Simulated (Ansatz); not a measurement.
Ansatz (an electronic-structure program) input (PBE/6-31G*):

Ansatz 0.2 input:
```yaml
crystal:
  periodic: [false, false, false]
  atoms:
    - {symbol: C, position_ang: [-1.79371400, 0.44296300, 0.32404900]}
    - {symbol: O, position_ang: [-0.44765300, 0.48401800, 0.70021900]}
    - {symbol: B, position_ang: [0.48546800, -0.17344200, -0.17651700]}
    - {symbol: O, position_ang: [0.20700400, -0.79718800, -1.27464700]}
    - {symbol: O, position_ang: [1.79974100, -0.01541600, 0.38635900]}
    - {symbol: H, position_ang: [-2.19165700, 1.46205100, 0.19464100]}
    - {symbol: H, position_ang: [-1.91526400, -0.10670200, -0.61531700]}
    - {symbol: H, position_ang: [-2.39971900, -0.04547300, 1.10368400]}
    - {symbol: H, position_ang: [2.36885100, -0.47176100, -0.24016800]}
basis:
  gaussian:
    orbitals: 6-31G*
hamiltonian:
  xc: {name: PBE}
total_charge: -1
relax: {f_tol: 0.003, max_steps: 120}
```

Output:

```
Functional definition: PBE
integrals: 0.03 GiB planned
893 factors; their error is unknown
mean field: 0.19 GiB planned
mean field evaluation 1: about -7909.0267 eV, gradient 5.3e1 eV
mean field evaluation 2: about -7886.2314 eV, gradient 1.2e2 eV
mean field evaluation 4: about -7914.0510 eV, gradient 6.2e0 eV
mean field evaluation 8: about -7914.1223 eV, gradient 1.7e-1 eV
mean field evaluation 16: about -7914.0680 eV, gradient 6.7e-5 eV
mean field -7914.06800298 eV, -290.8366347616 hartree, gradient 6.7e-5 eV, S^2 0.000000; 0 other end points of the search recorded, 0 dependent functions left out
the calculation of the forces begins
reference -7914.06802488 eV, -290.8366355662 hartree; 20, 20 occupied and 63, 63 virtual orbitals, 893 factors
relax step   1: F+E_penalty+E_count = -7914.06800298 eV  Δ(F+E_penalty+E_count) = +0.000e0 eV  max|allowed force component| = 9.163e-1 eV/Å  Δτ_max = 0.0000 Å  (29 SCF iters, accepted)
these checks for a lower state are left out or cut short: starts, cluster_reference, orbital_swaps, neighbouring_geometries, increment
integrals: 0.03 GiB planned
893 factors; their error is unknown
mean field: 0.19 GiB planned
mean field -7914.10322204 eV, -290.8379290383 hartree, gradient 1.6e-5 eV, S^2 0.000000; 0 other end points of the search recorded, 0 dependent functions left out
the calculation of the forces begins
reference -7914.10324389 eV, -290.8379298409 hartree; 20, 20 occupied and 63, 63 virtual orbitals, 893 factors
relax step   2: F+E_penalty+E_count = -7914.10322204 eV  Δ(F+E_penalty+E_count) = -3.522e-2 eV  max|allowed force component| = 3.744e-1 eV/Å  Δτ_max = 0.0316 Å  (32 SCF iters, accepted)
these checks for a lower state are left out or cut short: starts, cluster_reference, orbital_swaps, neighbouring_geometries, increment
integrals: 0.03 GiB planned
893 factors; their error is unknown
mean field: 0.19 GiB planned
mean field evaluation 32: about -7914.1120 eV, gradient 1.8e-5 eV
mean field -7914.11203598 eV, -290.8382529443 hartree, gradient 1.8e-5 eV, S^2 0.000000; 0 other end points of the search recorded, 0 dependent functions left out
the calculation of the forces begins
reference -7914.11205775 eV, -290.8382537445 hartree; 20, 20 occupied and 63, 63 virtual orbitals, 893 factors
relax step   3: F+E_penalty+E_count = -7914.11203598 eV  Δ(F+E_penalty+E_count) = -8.814e-3 eV  max|allowed force component| = 6.731e-2 eV/Å  Δτ_max = 0.0288 Å  (31 SCF iters, accepted)
these checks for a lower state are left out or cut short: starts, cluster_reference, orbital_swaps, neighbouring_geometries, increment
integrals: 0.03 GiB planned
893 factors; their error is unknown
mean field: 0.19 GiB planned
mean field -7914.11260571 eV, -290.8382738816 hartree, gradient 1.8e-5 eV, S^2 0.000000; 0 other end points of the search recorded, 0 dependent functions left out
the calculation of the forces begins
reference -7914.11262747 eV, -290.8382746813 hartree; 20, 20 occupied and 63, 63 virtual orbitals, 893 factors
relax step   4: F+E_penalty+E_count = -7914.11260571 eV  Δ(F+E_penalty+E_count) = -5.697e-4 eV  max|allowed force component| = 2.909e-2 eV/Å  Δτ_max = 0.0072 Å  (31 SCF iters, accepted)
these checks for a lower state are left out or cut short: starts, cluster_reference, orbital_swaps, neighbouring_geometries, increment
integrals: 0.03 GiB planned
893 factors; their error is unknown
mean field: 0.19 GiB planned
mean field -7914.11264459 eV, -290.8382753106 hartree, gradient 1.7e-5 eV, S^2 0.000000; 0 other end points of the search recorded, 0 dependent functions left out
the calculation of the forces begins
reference -7914.11266632 eV, -290.8382761090 hartree; 20, 20 occupied and 63, 63 virtual orbitals, 893 factors
relax step   5: F+E_penalty+E_count = -7914.11264459 eV  Δ(F+E_penalty+E_count) = -3.888e-5 eV  max|allowed force component| = 7.449e-2 eV/Å  Δτ_max = 0.0104 Å  (31 SCF iters, accepted)
these checks for a lower state are left out or cut short: starts, cluster_reference, orbital_swaps, neighbouring_geometries, increment
integrals: 0.03 GiB planned
893 factors; their error is unknown
mean field: 0.19 GiB planned
mean field -7914.11280031 eV, -290.8382810332 hartree, gradient 1.3e-5 eV, S^2 0.000000; 0 other end points of the search recorded, 0 dependent functions left out
the calculation of the forces begins
reference -7914.11282205 eV, -290.8382818321 hartree; 20, 20 occupied and 63, 63 virtual orbitals, 893 factors
relax step   6: F+E_penalty+E_count = -7914.11280031 eV  Δ(F+E_penalty+E_count) = -1.557e-4 eV  max|allowed force component| = 7.527e-3 eV/Å  Δτ_max = 0.0036 Å  (24 SCF iters, accepted)
these checks for a lower state are left out or cut short: starts, cluster_reference, orbital_swaps, neighbouring_geometries, increment
integrals: 0.03 GiB planned
893 factors; their error is unknown
mean field: 0.19 GiB planned
mean field -7914.11280413 eV, -290.8382811735 hartree, gradient 7.1e-5 eV, S^2 0.000000; 0 other end points of the search recorded, 0 dependent functions left out
the calculation of the forces begins
reference -7914.11282587 eV, -290.8382819725 hartree; 20, 20 occupied and 63, 63 virtual orbitals, 893 factors
relax step   7: F+E_penalty+E_count = -7914.11280413 eV  Δ(F+E_penalty+E_count) = -3.817e-6 eV  max|allowed force component| = 2.075e-3 eV/Å  Δτ_max = 0.0010 Å  (20 SCF iters, accepted)
integrals: 0.03 GiB planned
893 factors; their error is unknown
mean field: 0.19 GiB planned
mean field evaluation 64: about -7912.5227 eV, gradient 2.9e1 eV
mean field -7914.11280413 eV, -290.8382811735 hartree, gradient 7.1e-5 eV, S^2 0.000000; 1 other end points of the search recorded, 0 dependent functions left out
the calculation of the forces begins
reference -7914.11282587 eV, -290.8382819725 hartree; 20, 20 occupied and 63, 63 virtual orbitals, 893 factors
Total energy: -7914.11282587 eV, -290.8382819725 hartree
Atom 0 at    -1.780780     0.443759     0.328326 Å, force     0.001817    -0.000271     0.000075 eV/Å
Atom 1 at    -0.443094     0.506180     0.738034 Å, force     0.001609     0.000002     0.000574 eV/Å
Atom 2 at     0.487126    -0.166482    -0.164529 Å, force    -0.002075    -0.000377    -0.002007 eV/Å
Atom 3 at     0.196372    -0.792622    -1.269526 Å, force     0.000616     0.000439     0.001239 eV/Å
Atom 4 at     1.815721    -0.009974     0.399034 Å, force     0.000370    -0.000111     0.000184 eV/Å
Atom 5 at    -2.210836     1.465358     0.179944 Å, force     0.000257     0.000441    -0.000996 eV/Å
Atom 6 at    -1.858453    -0.120562    -0.625292 Å, force    -0.000883     0.000331     0.000313 eV/Å
Atom 7 at    -2.420809    -0.055923     1.097291 Å, force    -0.000001    -0.001108    -0.000061 eV/Å
Atom 8 at     2.327811    -0.490685    -0.280979 Å, force    -0.001710     0.000652     0.000680 eV/Å
Dipole moment:    -0.221063     0.161638     0.217474 e Å
```

The dipole moment of an ion depends on the origin.

The geometry given is a B3LYP-D3(BJ)/def2-TZVP minimum.
